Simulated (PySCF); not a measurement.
**InSF: from structure and modes to constants**

Level of theory: PBE0 in PySCF with In def2-TZVP with ECP28, S def2-TZVP, F def2-TZVP; scalar-relativistic core potentials, no spin–orbit coupling; density-fitted integrals.

The singlet minimum has C∞v symmetry. Masses (u): In 114.90388, S 31.97207, F 18.99840.

```xyz
3
charge 0 multiplicity 1, angstrom
In    0.0000    0.0000    0.2018
S     0.0000    0.0000   -1.9794
F     0.0000    0.0000    2.1089
```

Harmonic wavenumbers (cm⁻¹): 121.6 (π, ×2), 458.4 (σ+, ×1), 648.2 (σ+, ×1).

Q: Find the principal moments of inertia and the rotational constants. What kind of rotor is it?

A: About the centre of mass I = 214.44 u Å². With B = 16.8576/I this gives 0.07861 cm⁻¹. The molecule is linear.

Q: What is the harmonic zero-point energy?

A: Half the sum of all 4 wavenumbers, 1350/2 = 675 cm⁻¹, which is 8.1 kJ/mol (1 cm⁻¹ = 0.0119627 kJ/mol).

Q: Find the vibrational entropy and heat capacity at 298.15 K.

A: With u = 1.43878 ω/T, each mode gives S = R[u/(eᵘ−1) − ln(1−e⁻ᵘ)] and C = R u² eᵘ/(eᵘ−1)².
```tsv
ω (cm⁻¹)	u	S (J/(mol K))	C (J/(mol K))
121.6 (×2)	0.587	12.87	8.08
458.4	2.212	3.23	5.62
648.2	3.128	1.56	3.90
```
The sums over all modes are S = 30.5 and C = 25.7 J/(mol K); the softest mode gives 42 % of the entropy (each member, where degenerate).

Q: Give the standard entropy (298.15 K, 1 bar) by its translational, rotational, vibrational and spin parts, and Cp.

A: Sackur–Tetrode with M = 165.87 u gives 172.6; rotation with symmetry number 1 gives 73.8; vibration 30.5; spin R ln 1 = 0.0. The total is 276.9 J/(mol K), and Cp = 7/2 R + 25.7 = 54.8 J/(mol K).

Other isomers or separated fragments may lie lower.
